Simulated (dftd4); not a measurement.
technetium atom (Tc), sextet; D4 for revpbe run with dftd4.

dftd4 was given this input:
```
$ dftd4 mol.xyz --func revpbe --charge 0 --json dftd4.json --noedisp --property

# file mol.xyz
1

Tc     0.00000000     0.00000000     0.00000000
```

Output, abridged:

```
                    ____  _____ _____     ____  _  _
      -------------|  _ \|  ___|_   _|---|  _ \| || |------------
     |             | | | | |_    | | ___ | | | | || |_           |
     |             | |_| |  _|   | ||___|| |_| |__   _|          |
     |             |____/|_|     |_|     |____/   |_|            |
     |             ===================================           |
     |            E. Caldeweyher, S. Ehlert & S. Grimme          |
     |          Mulliken Center for Theoretical Chemistry        |
     |                    University of Bonn                     |
      -----------------------------------------------------------

Rational (Becke-Johnson) damping: revpbe-D4-ATM
---------------------
  s6         1.0000
  s8         1.7468
  s9         1.0000
  a1         0.5363
  a2         3.0726
 alp        16.0000
--------------------

Atomic data, radii in Ångström:
------------------------------------------------------
   Z          R(cov)      r4/r2   hardness         EN
------------------------------------------------------
  43 Tc       1.5333     3.1831     0.2218     1.9000
------------------------------------------------------

Atomic reference systems (in atomic units):
----------------------------------------------------------------------------
   Z        #      CN     q+Z       C6(AA)   #      CN     q+Z       C6(AA)
----------------------------------------------------------------------------
  43 Tc     1  0.0000 15.0000    1098.4518   2  1.5646 15.2471     594.1232
            3  8.9443 15.1820     238.1413
----------------------------------------------------------------------------

Atomic properties (in atomic units):
----------------------------------------------------------------------------
     #    Z              CN          q      C6(AA)        C8(AA)   alpha(0)
----------------------------------------------------------------------------
     1   43 Tc       0.0000     0.0000   1098.4518   119233.5555    92.9387
----------------------------------------------------------------------------

Molecular properties (in atomic units):
----------------------------------------
 molecular C6                1098.4518
 molecular C8              119233.5555
----------------------------------------

Dispersion energy:       0.0000000000000E+00 Eh

[Info] JSON dump of results written to 'dftd4.json'
```
